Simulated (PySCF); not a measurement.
A TDDFT job was run through a driver script with this input:

```
{"job": {"kind": "uv", "xc": "wB97X-D", "basis": "def2-SVPD", "ip": true}, "charge": 0, "multiplicity": 1}
C      1.935881    -0.366232    -0.143032
C      0.776608    -0.032710     0.001991
C     -0.558684     0.371483     0.182266
Br    -1.006706     2.000082     1.057930
C     -1.596252    -0.347690    -0.239096
O     -2.504380    -0.964356    -0.600187
H      2.959951    -0.660998    -0.279235
```

Its output, with some lines taken out ([cut]) and without the SCF cycles:

```
converged SCF energy = -2801.7889674037

[cut]

Singlet excitations
state   eV       nm        f      main configurations
  1   2.5866    479.3   0.00007   H->L 0.96
  2   5.0163    247.2   0.00420   H-1->L 0.70, H-3->L 0.15, H->L+1 0.12
[cut]
[cut]
  5   5.5306    224.2   0.04289   H-3->L 0.70, H->L+1 0.18
[cut]
[cut]
  8   6.5285    189.9   0.00004   H-1->L+1 0.82, H-3->L+1 0.10
  9   6.8386    181.3   0.00062   H-4->L 0.69, H->L+3 0.11
 10   6.9071    179.5   0.00538   H->L+4 0.32, H->L+7 0.18, H-4->L 0.16

Triplet excitations (Tamm-Dancoff, eV): 2.2647 4.0201 4.4933 4.7478
Vertical ionisation energy (delta-SCF) = 8.8599 eV
[cut]
```

Theory: PySCF 2.14.0, density-fitted response routines, TDDFT wB97X-D/def2-SVPD, vertical, gas phase, core orbitals frozen in the response. Isolated species at its PBE0-D3(BJ)/def2-SVP geometry, gas phase. Relativistic effects, spin–orbit coupling among them, are left out although an element past zinc is present.

Task: Restore the lines that were cut, in order.

Result: 
```
Static polarisability (au): isotropic 73.133, principal 45.850 76.722 96.827
  3   5.1460    240.9   0.00037   H-2->L 0.72, H->L+2 0.09
  4   5.2958    234.1   0.00003   H->L+2 0.60, H-2->L 0.18
  6   6.0858    203.7   0.00629   H->L+3 0.65, H->L+2 0.17
  7   6.2392    198.7   0.35948   H->L+1 0.59, H-1->L 0.22, H-3->L 0.10
Vertical electron affinity (delta-SCF) = 0.7122 eV
```

Task: What is the polarisability anisotropy, √(½[(α1 − α2)² + (α2 − α3)² + (α3 − α1)²])?

Result: 44.47 au.

Task: Does any listed singlet fall in the visible range?

Result: S1 lies in the visible range (380 to 750 nm), at 479 nm, dark in the vertical dipole picture (f under 0.0005); light of that wavelength is blue to green-blue, and its complementary colour is yellow to orange; a Tamm–Dancoff triplet lies at 547 nm, without intensity as long as spin–orbit coupling is left out.

Task: What share of the summed oscillator strength falls to the strongest level in this window?

Result: State 7 at 199 nm: 0.3595 of 0.4194, or 86%.

Task: Which species is it?

Result: `C#CC(Br)=C=O` (C4HBrO), point group Cs.

H and L stand for HOMO and LUMO.

Time: 57 s. Hardware: Arm Neoverse V1, one thread, on a shared host.

The pairwise dispersion term of wB97X-D wasn't added to the energies; at a given geometry it leaves orbitals and properties as they are.
